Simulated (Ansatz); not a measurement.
`C[SiH2][CH2][GaH2]` + H₂S → `S[SiH2][CH2][GaH2]` + CH₄ at 400 K and 1 bar (ligand exchange at the Si–C bond).

Isolated molecules relaxed with PBE0-D4/def2-TZVP in Ansatz; ΔE leaves out vibrations. CCSD(T)/CBS is the MP2 limit (def2-TZVPP, def2-QZVPP) plus CCSD(T) − MP2 in def2-TZVPP, frozen cores. This one scheme is used for every species. For Ga outer-core shells are correlated without core-valence functions, which leaves a few kJ/mol of doubt a bond. Scalar relativity is left out up to krypton. Each species was taken in one conformer, which may not be the lowest.

| species | CCSD(T)/CBS energy (Eh) | H − E (kJ/mol) | S (J/(mol·K)) |
| --- | --- | --- | --- |
| `C[SiH2][CH2][GaH2]` | -2294.54249 | 283.3 | 417.0 |
| H₂S | -398.97279 | 53.4 | 215.9 |
| `S[SiH2][CH2][GaH2]` | -2653.07874 | 212.5 | 423.7 |
| CH₄ | -40.46206 | 131.3 | 197.2 |

H − E and S are ideal-gas, rigid-rotor, harmonic terms from PBE0-D4/def2-TZVP, for one conformer and one mirror image of each species. 1 Eh = 2625.50 kJ/mol, R = 8.31446 J/(mol·K).

Question: By hand: ΔE, ΔH, ΔS and ΔG.

Answer: ΔE = (-2653.07874) + (-40.46206) − (-2294.54249) − (-398.97279) = -0.02552 Eh = -67.0 kJ/mol. Δ(H − E) = 212.5 + 131.3 − 283.3 − 53.4 = 7.1, so ΔH = -59.9 kJ/mol. ΔS = 423.7 + 197.2 − 417.0 − 215.9 = -12.0 J/(mol·K). ΔG = -59.9 − 400 × (-12.0)/1000 = -55.1 kJ/mol.

Question: By hand: the equilibrium constant, and the temperature at which ΔG would vanish if ΔH and ΔS stayed fixed.

Answer: log₁₀ K = −ΔG/(RT ln 10) = 7.2. ΔG = 0 at ΔH/ΔS = 4992 K, far beyond where these terms or the molecules hold.

The number of gas molecules stays the same, so ΔS is small and ΔH decides. A doubt of 5 kJ/mol in ΔE shifts log₁₀ K by 0.7 here. Other conformers and mirror images would add mixing entropy, several J/(mol·K) or more a flexible species. Modes under 60 cm⁻¹, often nearly free rotors, make the harmonic entropy too high. These are equilibria of isolated gas molecules and say nothing of rates. Largest T1 diagnostic: 0.012 (customary marks: 0.02 for closed shells, 0.045 for open ones).
